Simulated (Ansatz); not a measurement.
`F[C](F)I` radical. Charge 0, multiplicity 2. I: def2 effective core potential.

| atom | x (Å) | y (Å) | z (Å) |
| --- | --- | --- | --- |
| F1 | 1.122 | -0.156 | -0.764 |
| C2 | 0.068 | -0.355 | -0.007 |
| F3 | -0.989 | -0.558 | -0.761 |
| I4 | -0.201 | 1.069 | 1.532 |

What are the harmonic wavenumbers in cm⁻¹ at PBE0-D4/def2-TZVP (Ansatz, finite differences of forces, unscaled)? (An estimate is asked.)

Computed: 270, 279, 552, 639, 1177, 1234.

Is this a minimum?

Yes, all 6 modes are real.

Give the ideal-gas thermochemistry at 298.15 K and 1 bar (rigid rotor, harmonic oscillator; point group Cs, symmetry number 1).

Zero-point energy 24.8 kJ/mol; H(298) − E = 38.1 kJ/mol; entropy 307.2 J/(mol·K), of which translation 173.4, rotation 110.7, vibration 17.3, electronic 5.8; G(298) − E = -53.5 kJ/mol.
